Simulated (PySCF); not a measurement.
Correlation energy of As⁺ (arsenic, charge +1)

[Ar] 3d10 4s2 4p2, high-spin 3P determinant. All numbers are calculated (PySCF 2.14, a scalar-relativistic core potential, in cc-pVDZ-PP with ECP10MDF (4s3p2d, 23 functions)). Frozen: 3s2 3p6 3d10; 4 electrons correlated.

MP2 pair energies summed by pair of shells (mhartree):

| pair | energy | share (%) |
| --- | --- | --- |
| 4s-4p | -25.37 | 60.0 |
| 4s-4s | -12.71 | 30.1 |
| 4p-4p | -4.21 | 10.0 |

Total MP2 correlation energy: -42.30 mhartree.

Same-spin part -7.00 and opposite-spin part -35.29 mhartree; SCS-MP2 scales them by 1/3 and 6/5 to -44.68 mhartree.

| level | correlation energy (mhartree) |
| --- | --- |
| CCSD | -58.69 |
| (T) | -0.61 |
| CCSD(T) | -59.30 |

Diagnostics: T1 = 0.0064, D1 = 0.0180, largest double amplitude 0.095.

Q: Is a single reference adequate?

A: Mostly. T1 lies below 0.03, but a double amplitude of this size points to a near-degeneracy that CCSD handles and MP2 describes poorly.
